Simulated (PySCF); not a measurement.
# Run times: arsenic in aug-cc-pV5Z-PP with ECP10MDF

Measured wall times of calculations with PySCF 2.14 in aug-cc-pV5Z-PP with ECP10MDF, with scalar relativity through the core potential, run from one Python driver. Hardware: 2 threads of Neoverse-V2 on a shared host, 2.6 GiB allowed. The two-electron integrals over 136 functions were computed once and kept in memory (8.4 CPU seconds with the set-up); the times below exclude them. Kohn-Sham runs start from converged Hartree-Fock orbitals.

Launch command (the driver calls PySCF for each step listed in the task file):

```bash
OMP_NUM_THREADS=2 python atomrun2.py TASK.json OUT
```

```tsv
species	step	iterations	wall time (s)
As³⁺ [Ar] 3d10 4s2	UHF	1	1.8
As³⁺ [Ar] 3d10 4s2	LDA	5	0.66
As³⁺ [Ar] 3d10 4s2	PBE	5	0.83
As³⁺ [Ar] 3d10 4s2	PBE0	5	1.7
As³⁺ [Ar] 3d10 4s2	r2SCAN	6	2.5
As³⁺ [Ar] 3d10 4s2	PW91	5	0.84
As³⁺ [Ar] 3d10 4s2	B2PLYP	5	2.4
As³⁺ [Ar] 3d10 4s2	wB97M-V	5	8.3
As³⁺ [Ar] 3d10 4s2	MP2 (2 electrons)		0.66
```

Peak memory of the process: 1.2 GiB. Times on a shared host vary from run to run.
